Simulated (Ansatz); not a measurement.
Cost and result for the atomization energy of CH4O2Zn (`C[O][Zn][OH]`) (8 atoms, 7 bonds).

Charge 0, multiplicity 1. For Zn the d shell is correlated and the shells below it are frozen. Scalar relativity is left out up to krypton. All single points use the PBE0-D4/def2-TZVP geometry. It is one conformer, not always the lowest. Program: Ansatz. All runs use 4 threads of an Arm Neoverse V1 on a shared host. Times are those of one run each, without the atoms' runs, and a repeat can differ threefold. Electronic energies, without spin–orbit coupling; frozen cores. CCSD(T)/CBS adds CCSD(T) − MP2 in def2-TZVPP to the MP2 limit, and its time is that of the two runs behind it. T1 = 0.017. With those shells the extrapolation isn't a true limit. B3LYP takes the VWN-RPA correlation (the form of Gaussian; ORCA's B3LYP/G). HSE06 is the plane-wave form, built on full-range PBE exchange.

CCSD(T)/CBS is a level of theory with its own doubt, some kJ/mol a heavy atom from the limit and from the frozen cores, so smaller differences don't rank the functionals.

```
                             level  functions  atomization (kcal/mol)  difference from CCSD(T)/CBS  per bond
                  CCSD(T)/def2-SVP         93                   594.3                        -47.0      -6.7
 B3LYP-D4/def2-TZVPP (with forces)        213                   631.4                         -9.9      -1.4
               BHLYP-D4/def2-TZVPP        213                   604.8                        -36.5      -5.2
                ωB97X-V/def2-TZVPP        213                   640.1                         -1.2      -0.2
                    MP2/def2-QZVPP        391                   654.0                         12.7       1.8
                 B2PLYP/def2-TZVPP        213                   630.2                        -11.1      -1.6
               HSE06-D4/def2-TZVPP        213                   633.6                         -7.7      -1.1
                 CCSD(T)/CBS(def2)          –                   641.3                          0.0       0.0
   PBE-D4/def2-TZVPP (with forces)        213                   651.4                         10.1       1.4
                BLYP-D4/def2-TZVPP        213                   634.8                         -6.5      -0.9
r2SCAN-D4/def2-TZVPP (with forces)        213                   641.7                          0.4       0.0
              revPBE-D4/def2-TZVPP        213                   630.5                        -10.8      -1.5
                CCSD(T)/def2-TZVPP        213                   621.2                        -20.1      -2.9
```

Question: Order the runs by time, with rough figures. (Best estimate.)

Answer: The calculation gave: revPBE-D4/def2-TZVPP 1.4 s; BLYP-D4/def2-TZVPP 1.4 s; PBE-D4/def2-TZVPP (with forces) 1.8 s; BHLYP-D4/def2-TZVPP 2.3 s; HSE06-D4/def2-TZVPP 2.4 s; CCSD(T)/def2-SVP 3 s; B3LYP-D4/def2-TZVPP (with forces) 3.2 s; r2SCAN-D4/def2-TZVPP (with forces) 3.3 s; B2PLYP/def2-TZVPP 3.7 s; ωB97X-V/def2-TZVPP 6 s; MP2/def2-QZVPP 13 s; CCSD(T)/def2-TZVPP 87 s; CCSD(T)/CBS(def2) 99 s.

From PBE to PBE0 (25 % exact exchange), in def2-TZVPP and without D4, the atomization energy moves by −18.1 kcal/mol: exact exchange takes away binding that semilocal exchange gives to molecules. In def2-TZVPP, CCSD(T) changes the Hartree–Fock value by +188.4 kcal/mol (the triples alone add +11.1 kcal/mol) and MP2 by +208.5 kcal/mol; breaking electron pairs costs correlation energy, which Hartree–Fock lacks. The D4 term adds +4.0 kcal/mol with B3LYP and +2.1 kcal/mol with PBE0; it sums over pairs of atoms, weighted by their polarisabilities, and B3LYP, whose exchange is more repulsive, gets the larger term.
